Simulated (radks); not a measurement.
Charge is removed step by step from the 5p3/2 level of the barium ion Ba+, starting from [Kr] 4d10 5s2 5p(1/2: 2, 3/2: 4) 6s1. All-electron calculation, Dirac Kohn-Sham, LDA (Slater exchange, Perdew-Wang correlation), spin-unpolarised, spherical densities, point nucleus. Program: a radial shooting solver on a logarithmic mesh with Libxc functionals.

removed (e)  E - E(0) (eV)  eigenvalue (eV)  E minus straight line (eV)
0                    0.000          -23.830                       0.000
0.25                 6.270          -26.336                      -0.964
0.5                 13.173          -28.899                      -1.294
0.75                20.724          -31.514                      -0.977
1                   28.934          -34.178                       0.000

Removing the whole electron costs 28.934 eV by Delta-SCF, against 23.830 eV from minus the eigenvalue at the starting occupation. Slater's transition state (half an electron removed) gives 28.899 eV. Integrating minus the eigenvalue over the occupation (Janak's theorem) gives 28.934 eV. The mean slope of the eigenvalue, de/dn, is 10.3 eV per electron.
